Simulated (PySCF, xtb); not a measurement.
C2H6N2OSi, SMILES CN[SiH2]N=C=O. The values are those of a single conformer.

Harmonic wavenumbers (cm⁻¹) from GFN2-xTB (xtb) at its own minimum, in rising order: 14, 57, 86, 123, 227, 293, 451, 492, 501, 539, 616, 628, 729, 746, 836, 1066, 1107, 1165, 1367, 1423, 1488, 1500, 1502, 2301, 2310, 2504, 2911, 2974, 3031, 3449.

**Question.** What does PySCF with B3LYP-D3(BJ)/def2-SVP give at its own minimum? (Estimate from the structure and the level; the computed values follow.)

**Answer.** 39, 59, 101, 133, 242, 324, 448, 571, 612, 617, 646, 777, 827, 932, 932, 1102, 1141, 1152, 1402, 1454, 1466, 1498, 1513, 2253, 2260, 2447, 2987, 3058, 3099, 3588. Paired by order, the mean absolute difference is 54 cm⁻¹ and the zero-point energies are 52.1 and 53.9 kcal/mol.
